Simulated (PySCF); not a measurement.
[CuF4]2-: what the settings change

[CuF4]2- holds Cu(II), d9, at total charge -2. The structure is a PBE0-D3(BJ)/def2-TZVP, IEF-PCM water geometry optimised for multiplicity 2; coordination square planar, point group D4h, metal–donor distances 1.90 Å.

```
5

Cu    0.000    0.000    0.000
F     1.896    0.000    0.000
F    -1.896    0.000    0.000
F     0.000    1.896    0.000
F     0.000   -1.896    0.000
```

Method (PySCF 2.14, density fitting): CASSCF(9,5) with orbitals averaged over all microstates of the shell, strongly contracted NEVPT2 on the averaged canonical orbitals; basis x2c-TZVPall on the metal, x2c-SVPall elsewhere; spin-free X2C; IEF-PCM water; spin-orbit coupling by state interaction with the mean-field operator over all roots.

Base run: NEVPT2 ground state 2B1g, next 2B2g at 11700, then 2Eg at 16034 cm⁻¹, ζ 805 cm⁻¹, g 2.077 2.077 2.496, μeff(300 K) 1.97 μB.

(1) What happens with the basis x2c-TZVPall on all atoms?

No frequencies were computed for the optimised geometry. NEVPT2 lifts 2B2g from 8514 to 11700 cm⁻¹; on the d shell alone such lifts tend to overshoot.

Results:

(1) NEVPT2 ground state 2B1g, next 2B2g at 11201, then 2Eg at 15305 cm⁻¹, ζ 805 cm⁻¹, g 2.080 2.080 2.516, μeff(300 K) 1.98 μB. It took 8.7 s against 4.2 s on a shared host of the same kind.
